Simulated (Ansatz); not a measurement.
Frontier orbitals of CH5B2N, SMILES `BC=NB`.

The species carries charge 0 and has multiplicity 1. All single points use the PBE0-D4/def2-TZVP geometry. Basis def2-TZVPP, Ansatz 0.2.0.

```csv
functional,HOMO (eV),LUMO (eV),gap (eV)
PBE,-6.52,-3.94,2.58
B97M-V,-6.82,-3.73,3.09
PBE0,-7.76,-2.97,4.79
r2SCAN0,-7.90,-2.82,5.08
ωB97M-V,-10.07,-0.93,9.14
```

A quarter of exact exchange (PBE0) shifts PBE's HOMO by −1.25 eV and its LUMO by +0.97 eV; full exchange at long range (ωB97M-V) shifts them by −3.55 and +3.00 eV. The gap opens from 2.58 to 9.14 eV, since occupied levels lose self-interaction and empty ones feel all the electrons.
